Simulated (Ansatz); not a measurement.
Ansatz (an electronic-structure program) input (B2PLYP/def2-TZVPD):

Ansatz 0.2 input:
```yaml
crystal:
  periodic: [false, false, false]
  atoms:
    - {symbol: Cs, position_ang: [-0.00000000, -0.00000000, -2.00479487]}
    - {symbol: I, position_ang: [0.00000000, 0.00000000, 2.08044750]}
basis:
  gaussian:
    orbitals: def2-TZVPD
hamiltonian:
  xc: {name: B2PLYP}
total_charge: 1
magnetization: {spin_polarized: true, initial_magnetization: 1}
correlation: {electrons: outside_noble_gas}
```

End of the output:

```
integrals: 0.06 GiB planned
825 factors; integrals over basis functions are off by at most 4.7e-4 eV
mean field: 0.42 GiB planned
mean field evaluation 1: about -8632.0383 eV, gradient 1.5e1 eV
mean field evaluation 2: about -8632.0454 eV, gradient 1.5e1 eV
mean field evaluation 4: about -8633.1975 eV, gradient 6.1e-1 eV
mean field evaluation 8: about -8633.2031 eV, gradient 3.7e-2 eV
mean field evaluation 16: about -8633.2031 eV, gradient 5.6e-5 eV
mean field evaluation 32: about -8633.2010 eV, gradient 7.0e-2 eV
mean field -8633.20312680 eV, -317.2643631148 hartree, gradient 2.1e-6 eV, S^2 0.754507; 2 other end points of the search recorded, 0 dependent functions left out
13 core orbitals not correlated, not the lowest: weight in the atoms' cores, before any rotation towards them, 0.995 or more for the frozen orbitals, at most 0.004 for the correlated occupied ones
reference -8633.20326497 eV, -317.2643681924 hartree; 4, 3 occupied and 74, 75 virtual orbitals, 825 factors
second order -3.78018965 eV of doubles, -0.00000000 eV of singles
Total energy: -8634.22391618 eV, -317.3018764324 hartree
```
